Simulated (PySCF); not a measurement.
# Dipole response of Ne(2+) (neon, charge +2)

[He] 2s2 2p4, high-spin 3P determinant. Calculation: PySCF 2.14, in aug-cc-pwCVDZ (5s4p2d, 27 functions); no relativity, point nucleus. Coupled (time-dependent) response in atomic units; α is the mean over directions. A double-zeta set is small for polarisabilities.

```tsv
method	mean α (bohr³)	α xx, yy, zz	C₆ (like pair)	S(−4)
UHF	0.8296	0.9035, 0.6819, 0.9035	1.052	0.3478
PBE	0.8549	0.9209, 0.7229, 0.9209	1.102	0.3688
PBE0	0.8445	0.9134, 0.7067, 0.9134	1.084	0.3575
wB97M-V	0.8514	0.9194, 0.7153, 0.9194	1.100	0.3550
TPSS	0.8395	0.9110, 0.6964, 0.9110	1.088	0.3376
```

S(−4) is the Cauchy moment in α(ω) = α(0) + S(−4) ω² + …

α(iu) at PBE0:

| u (hartree) | α(iu) (bohr³) |
| --- | --- |
| 0 | 0.8445 |
| 0.0500 | 0.8436 |
| 0.100 | 0.8409 |
| 0.200 | 0.8307 |
| 0.300 | 0.8147 |
| 0.500 | 0.7708 |
| 0.750 | 0.7061 |
| 1.00 | 0.6411 |
| 1.50 | 0.5242 |
| 2.00 | 0.4279 |
| 3.00 | 0.2898 |
| 5.00 | 0.1495 |

A single London oscillator, α(iu) = α/(1 + u²/ω²), gives C₆ = (3/4) ω α². Matching the computed C₆ needs ω = 4 × 1.084 / (3 × 0.8445²) = 2.03 hartree.

For an ion, C₆ is the dispersion term alone; charge-induced terms of lower order in 1/R come first.

The components differ because the open shell of this determinant is not spherical; for a pure term their mean is the scalar polarisability.
